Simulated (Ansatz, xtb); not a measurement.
# Two structures of AlH2NSe

We compare X, a triplet given by its coordinates, with Y, a singlet given by its coordinates. Both are isolated molecules in the gas phase, relaxed with B3LYP-D3(BJ)/6-311G**.

X (Å):

```xyz
5

Al   -1.6945   -1.1533   -2.4356
N    -1.0783   -0.0204   -1.1962
Se   -3.0315   -2.8886   -1.5066
H    -1.4771    0.0816   -0.2716
H    -0.3105    0.6245   -1.3211
```

Close contacts (Å): Al1–N2 1.79, Al1–Se3 2.38, N2–H4 1.01, N2–H5 1.01.

Y (Å):

```yaml
atoms:
  - { symbol: Al, position_ang: [-0.9930, 0.0376, -1.5338] }
  - { symbol: N, position_ang: [-2.0455, -1.3025, -1.0844] }
  - { symbol: Se, position_ang: [0.2836, 1.6639, -2.0758] }
  - { symbol: H, position_ang: [-1.7354, -2.1521, -0.6350] }
  - { symbol: H, position_ang: [-3.0431, -1.3284, -1.2396] }
```

Close contacts (Å): Al1–N2 1.76, Al1–Se3 2.14, N2–H4 1.01, N2–H5 1.01.

Estimate E(Y) − E(X) at the level CCSD(T)/def2-TZVPP.

Calculated at CCSD(T)/def2-TZVPP: E(Y) − E(X) = −1.669 eV, so structure Y lies lower.

The same difference at several levels:

```json
{"level": "B3LYP-D3(BJ)/6-311G**", "geometry": "B3LYP-D3(BJ)/6-311G**", "E(Y) − E(X) (eV)": "−1.577", "departure from the last row (eV)": "+0.091", "job, with rough time for the two": "optimisation, 98 s"}
{"level": "HF/def2-TZVPP", "geometry": "B3LYP-D3(BJ)/6-311G**", "E(Y) − E(X) (eV)": "−0.728", "departure from the last row (eV)": "+0.941", "job, with rough time for the two": "part of the CCSD(T) run"}
{"level": "MP2/def2-TZVPP", "geometry": "B3LYP-D3(BJ)/6-311G**", "E(Y) − E(X) (eV)": "−1.786", "departure from the last row (eV)": "−0.117", "job, with rough time for the two": "part of the CCSD(T) run"}
{"level": "CCSD(T)/def2-TZVPP", "geometry": "B3LYP-D3(BJ)/6-311G**", "E(Y) − E(X) (eV)": "−1.669", "departure from the last row (eV)": "", "job, with rough time for the two": "single point, 2.4 min"}
```

None of the levels shown reverses the order. The largest departure from CCSD(T)/def2-TZVPP is that of HF/def2-TZVPP, 0.941 eV. Levels run at GFN2-xTB geometries aren't shown.

With harmonic frequencies from B3LYP-D3(BJ)/6-311G** (ideal gas, rigid rotor, one conformer each, 298.15 K, 1 atm): the zero-point term adds +0.006 eV; ΔH is −1.660 and ΔG −1.589 eV.

Open shells are spin-unrestricted. The correlated steps freeze 15 core orbitals; the filled d shell of Se is correlated, in a basis made for valence electrons. ΔG holds the spin degeneracy. Mirror images aren't counted in ΔG. Run with Ansatz 0.2.0; the last row on 2 threads of Arm Neoverse V1 on a shared host.
